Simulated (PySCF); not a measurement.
C₄H₁₀InN, singlet, GFN2-xTB optimised geometry.

```
16

In    -0.21    -0.56     0.00
H     -1.01    -2.05    -0.40
C     -1.41     1.30     0.00
H     -2.41     1.13     0.42
H     -1.53     1.70    -1.01
H     -0.91     2.05     0.61
C      2.01    -0.56     0.00
H      2.41    -0.43    -1.01
H      2.41    -1.48     0.41
H      2.36     0.28     0.61
C     -1.24    -2.87     4.07
C     -0.84    -1.92     3.08
N     -0.51    -1.16     2.29
H     -2.12    -2.50     4.59
H     -0.43    -3.01     4.79
H     -1.47    -3.82     3.59
```

Density from CAM-B3LYP/def2-TZVP, def2 effective core potentials past Kr (PySCF) at that geometry. The core electrons that the potentials of In replace are not part of the density.

Minimum of the electron density along straight lines between bonded atoms, close to the bond critical point (lines longer than 1.1 times the sum of covalent radii, or with two minima, are not listed):

| bond | length / Å | ρ at the minimum / e bohr⁻³ | ∇²ρ there / e bohr⁻⁵ | position (fraction from the first atom) |
|---|---|---|---|---|
| In1–H2 | 1.745 | 0.100 | 0.12 | 0.63 |
| In1–C3 | 2.215 | 0.089 | 0.14 | 0.51 |
| C3–H4 | 1.090 | 0.273 | -0.91 | 0.64 |
| C3–H5 | 1.090 | 0.273 | -0.91 | 0.64 |
| C3–H6 | 1.090 | 0.273 | -0.91 | 0.64 |
| In1–C7 | 2.217 | 0.089 | 0.13 | 0.51 |
| C7–H8 | 1.090 | 0.273 | -0.91 | 0.64 |
| C7–H9 | 1.090 | 0.273 | -0.91 | 0.64 |
| C7–H10 | 1.090 | 0.273 | -0.91 | 0.64 |
| C11–C12 | 1.428 | 0.285 | -0.84 | 0.44 |
| C12–N13 | 1.144 | 0.502 | -0.17 | 0.35 |
| C11–H14 | 1.090 | 0.280 | -0.98 | 0.65 |
| C11–H15 | 1.090 | 0.280 | -0.98 | 0.65 |
| C11–H16 | 1.090 | 0.280 | -0.98 | 0.65 |
